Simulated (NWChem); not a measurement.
CH$_{4}$O$_{3}$Si; SMILES O=C[SiH](O)O

```xyz
9

O      0.3476    -1.9092    -0.6447
C     -0.5221    -1.2476    -0.1202
Si    -0.0248     0.5273     0.4345
O     -0.9524     1.5292    -0.5032
O      1.5916     0.5454     0.1013
H     -1.5534    -1.6769    -0.0083
H     -0.2322     0.8295     1.8759
H     -0.8971     2.4773    -0.3511
H      1.8279    -0.2310    -0.4302
```
Atoms are numbered in this order, from 1.

Coordinates come from a PBE0/def2-SVP optimisation. B3LYP is NWChem's, with the RPA form of VWN correlation.

### Question
Give the principal values of the shielding tensors (ppm) of O1, C2, Si3, O4, O5 from B3LYP/6-31G* (spherical d), GIAO (NWChem), with their diamagnetic and paramagnetic parts as GIAO splits them.

### Answer
```
atom      σ11     σ22    σ33  isotropic  diamagnetic  paramagnetic
----  -------  ------  -----  ---------  -----------  ------------
O1    -1334.1  -469.1  428.4     -458.3        396.7        -855.0
C2     -152.8   -56.4  107.3      -34.0        253.8        -287.8
Si3     405.9   451.0  503.2      453.4        882.2        -428.8
O4      220.2   295.7  299.7      271.9        392.0        -120.1
O5      228.1   293.9  333.6      285.2        392.5        -107.3
```
